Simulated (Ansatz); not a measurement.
Relaxation of CH7BCl2Si (12 atoms, charge 0, multiplicity 1), to a largest force component of 0.03 eV/Å in at most 50 steps.

These are results of RKS PBE-D4/6-31G* (Ansatz), not measurements.

```xyz
12
Properties=species:S:1:pos:R:3
B -0.594 -1.049 0.611
Si 1.382 1.494 0.145
Cl 0.737 -2.178 0.938
Cl -1.263 -0.147 1.990
H 0.468 0.523 -0.432
C -1.307 -1.016 -0.806
H 0.635 2.751 0.480
H 2.004 0.926 1.381
H 2.444 1.793 -0.873
H -2.078 -1.814 -0.820
H -0.605 -1.222 -1.630
H -1.823 -0.059 -0.984
```

Problem. Where does it end, and by what steps?

Solution. The run converged. The force dipped under the threshold on the way, but the program's further checks kept it going. After 11 steps the energy has fallen by 0.140 eV; H9 moved furthest, 0.64 Å.

| step | energy less start (eV) | largest force component (eV/Å) | accepted |
| --- | --- | --- | --- |
| 0 | 0.0000 | 0.772 | yes |
| 1 | -0.0989 | 0.273 | yes |
| 2 | -0.1126 | 0.356 | yes |
| 3 | -0.1267 | 0.260 | yes |
| 4 | -0.1295 | 0.214 | yes |
| 5 | -0.1345 | 0.033 | yes |
| 6 | -0.1319 | 0.271 | no |
| 7 | -0.1356 | 0.016 | yes |
| 8 | -0.1381 | 0.036 | yes |
| 9 | -0.1382 | 0.117 | yes |
| 10 | -0.1391 | 0.063 | yes |
| 11 | -0.1403 | 0.005 | yes |

```xyz
12
Properties=species:S:1:pos:R:3
B -0.766 -1.229 0.592
Si 1.631 1.752 0.151
Cl 0.583 -2.329 0.904
Cl -1.285 -0.172 1.915
H 0.829 0.839 -0.728
C -1.514 -1.234 -0.781
H 0.780 2.915 0.559
H 2.087 1.002 1.362
H 2.820 2.244 -0.618
H -2.304 -2.010 -0.744
H -0.848 -1.502 -1.618
H -2.013 -0.276 -0.995
```

Whether the end is a true minimum wasn't checked by a vibrational analysis.

The run took 27 s on 2 threads of Arm Neoverse V2 (shared host), peak memory 0.15 GiB.
